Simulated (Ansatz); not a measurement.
`CBBF` and `FBB[SiH3]` differ in one atom or group.

Ansatz, PBE0-D4/def2-TZVP geometries, multiplicity 1. Each molecule was computed in one conformer, which needn't be the lowest.

```csv
property,`CBBF`
HOMO–LUMO gap (PBE/def2-TZVPP) / eV,3.88
LUMO energy (B3LYP/def2-TZVPP) / eV,-1.72
size of the dipole moment (B3LYP/def2-TZVPP) / D,1.34
size of the dipole moment (ωB97M-V/def2-TZVPP) / D,1.31
zero-point energy (PBE0-D4/def2-TZVP) / kJ/mol,165.5
LUMO energy (ωB97M-V/def2-TZVPP) / eV,0.45
```

Give the same properties after the change, and the shifts. (An estimate is asked.)

Ansatz gave: 
```tsv
property	`FBB[SiH3]`	shift
HOMO–LUMO gap (PBE/def2-TZVPP) / eV	3.05	-0.83
LUMO energy (B3LYP/def2-TZVPP) / eV	-2.82	-1.10
size of the dipole moment (B3LYP/def2-TZVPP) / D	0.93	-0.41
size of the dipole moment (ωB97M-V/def2-TZVPP) / D	0.89	-0.42
zero-point energy (PBE0-D4/def2-TZVP) / kJ/mol	133.8	-31.7
LUMO energy (ωB97M-V/def2-TZVPP) / eV	-0.66	-1.11
```

With PBE0 the HOMO falls by 0.19 eV and the LUMO falls by 1.15 eV, so the gap narrows by about 0.96 eV. PBE moves the HOMO by -0.28 eV and ωB97M-V by -0.10 eV. Dipoles are sizes alone; their direction can turn.

B3LYP here is the variant with VWN-RPA as its local correlation; programs differ in this.
